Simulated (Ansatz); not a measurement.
Cost and result for the atomization energy of C$_{4}$H$_{8}$Sn (`[SnH3][CH2]C1=CC1`) (13 atoms, 13 bonds).

Cartesian coordinates in Å:
```
Sn 1.2390 1.1448 1.2220
C -0.6124 0.0428 0.9671
C -0.6095 -0.6360 -0.3185
C -0.4512 -1.6822 -1.0613
C -0.7256 -0.4064 -1.7954
H 1.2251 1.8946 2.7581
H 1.3749 2.3339 0.0070
H 2.5431 0.0504 1.1174
H -0.6973 -0.6553 1.8018
H -1.4162 0.7795 1.0305
H -0.2426 -2.7331 -1.1625
H -1.7100 -0.2278 -2.2327
H 0.0829 0.0948 -2.3335
```

Total charge 0; spin multiplicity 1. Correlated methods include outer-core shells of Sn, which these sets cover unevenly. Sn takes the def2 core potential. The geometry is a stationary point of PBE0-D4/def2-TZVP. It is one conformer, not always the lowest. Program: Ansatz. All runs use 2 threads of an AMD EPYC 7R13 on a shared host and a share of an NVIDIA H100 80 GB. Times are those of one run each, without the atoms' runs, and a repeat can differ threefold. Electronic energies, without spin–orbit coupling; frozen cores. CCSD(T)/CBS adds CCSD(T) − MP2 in def2-TZVPP to the MP2 limit, and its time is that of the two runs behind it. T1 = 0.012. With those shells the extrapolation isn't a true limit. B3LYP takes the VWN-RPA correlation (the form of Gaussian; ORCA's B3LYP/G).

CCSD(T)/CBS is a level of theory with its own doubt, some kJ/mol a heavy atom from the limit and from the frozen cores, so smaller differences don't rank the functionals.

```json
{"level": "B3LYP-D4/def2-TZVPP (with forces)", "functions": "286", "atomization (kcal/mol)": "1124.7", "difference from CCSD(T)/CBS": "-1.9", "per bond": "-0.1"}
{"level": "CCSD(T)/def2-TZVPP", "functions": "286", "atomization (kcal/mol)": "1100.9", "difference from CCSD(T)/CBS": "-25.7", "per bond": "-2.0"}
{"level": "ωB97X-V/def2-TZVPP", "functions": "286", "atomization (kcal/mol)": "1130.2", "difference from CCSD(T)/CBS": "3.6", "per bond": "0.3"}
{"level": "CCSD(T)/CBS(def2)", "functions": "–", "atomization (kcal/mol)": "1126.6", "difference from CCSD(T)/CBS": "0.0", "per bond": "0.0"}
{"level": "ωB97M-V/def2-TZVPP (with forces)", "functions": "286", "atomization (kcal/mol)": "1127.6", "difference from CCSD(T)/CBS": "1.0", "per bond": "0.1"}
{"level": "PBE0-D4/def2-TZVPP", "functions": "286", "atomization (kcal/mol)": "1134.8", "difference from CCSD(T)/CBS": "8.2", "per bond": "0.6"}
{"level": "B2PLYP/def2-TZVPP", "functions": "286", "atomization (kcal/mol)": "1112.3", "difference from CCSD(T)/CBS": "-14.3", "per bond": "-1.1"}
{"level": "PBE-D4/def2-TZVPP (with forces)", "functions": "286", "atomization (kcal/mol)": "1151.2", "difference from CCSD(T)/CBS": "24.6", "per bond": "1.9"}
{"level": "MP2/def2-QZVPP", "functions": "550", "atomization (kcal/mol)": "1126.3", "difference from CCSD(T)/CBS": "-0.3", "per bond": "0.0"}
{"level": "r2SCAN-D4/def2-TZVPP (with forces)", "functions": "286", "atomization (kcal/mol)": "1128.9", "difference from CCSD(T)/CBS": "2.3", "per bond": "0.2"}
```

(1) Order the runs by time, with rough figures. (An estimate is asked.)

Results:

(1) Ansatz gave: PBE0-D4/def2-TZVPP 1.8 s; B3LYP-D4/def2-TZVPP (with forces) 2.2 s; PBE-D4/def2-TZVPP (with forces) 2.3 s; r2SCAN-D4/def2-TZVPP (with forces) 2.3 s; ωB97X-V/def2-TZVPP 2.5 s; B2PLYP/def2-TZVPP 2.7 s; CCSD(T)/def2-TZVPP 3.6 s; MP2/def2-QZVPP 4.6 s; ωB97M-V/def2-TZVPP (with forces) 4.6 s; CCSD(T)/CBS(def2) 8.1 s.

The D4 term adds +10.7 kcal/mol with B3LYP and +5.7 kcal/mol with PBE0; it sums over pairs of atoms, weighted by their polarisabilities, and B3LYP, whose exchange is more repulsive, gets the larger term. From PBE to PBE0 (25 % exact exchange), in def2-TZVPP and without D4, the atomization energy moves by −15.4 kcal/mol: exact exchange takes away binding that semilocal exchange gives to molecules. In def2-TZVPP, CCSD(T) changes the Hartree–Fock value by +282.0 kcal/mol (the triples alone add +17.7 kcal/mol) and MP2 by +292.2 kcal/mol; breaking electron pairs costs correlation energy, which Hartree–Fock lacks.

Spin–orbit coupling would lower the free Sn atoms strongly, and the atomization energy with them, by more than many differences here. For some Ge, Se and Sn compounds the MP2-based and the directly extrapolated limit differ by 10 to 25 kJ/mol.
